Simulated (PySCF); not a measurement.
**Polarisability and C₆ of Os⁺ (osmium, charge +1)**

[Xe] 4f14 5d7, high-spin 4F determinant (an excited configuration). Computed with PySCF 2.14 in x2c-TZVPPall with one added diffuse shell each of s, p, d, f type (12s8p8d4f1g, 113 functions), with the spin-free X2C one-electron Hamiltonian (Gaussian nucleus). Coupled (time-dependent) response in atomic units; α is the mean over directions.

```
method  mean α (bohr³)  C₆ (like pair)  S(−4)
   UHF           18.03           132.4  131.4
```

S(−4) is the Cauchy moment in α(ω) = α(0) + S(−4) ω² + …

Spin-orbit coupling is absent.

α(iu) at UHF:

```json
{"u (hartree)": "0", "α(iu) (bohr³)": "18.03"}
{"u (hartree)": "0.0500", "α(iu) (bohr³)": "17.71"}
{"u (hartree)": "0.100", "α(iu) (bohr³)": "16.87"}
{"u (hartree)": "0.200", "α(iu) (bohr³)": "14.54"}
{"u (hartree)": "0.300", "α(iu) (bohr³)": "12.34"}
{"u (hartree)": "0.500", "α(iu) (bohr³)": "9.155"}
{"u (hartree)": "0.750", "α(iu) (bohr³)": "6.697"}
{"u (hartree)": "1.00", "α(iu) (bohr³)": "5.139"}
{"u (hartree)": "1.50", "α(iu) (bohr³)": "3.320"}
{"u (hartree)": "2.00", "α(iu) (bohr³)": "2.322"}
{"u (hartree)": "3.00", "α(iu) (bohr³)": "1.313"}
{"u (hartree)": "5.00", "α(iu) (bohr³)": "0.5830"}
```

A single London oscillator, α(iu) = α/(1 + u²/ω²), gives C₆ = (3/4) ω α². Matching the computed C₆ needs ω = 4 × 132.4 / (3 × 18.03²) = 0.543 hartree.

For an ion, C₆ is the dispersion term alone; charge-induced terms of lower order in 1/R come first.

Spin-orbit coupling, absent here, splits the open shell strongly.
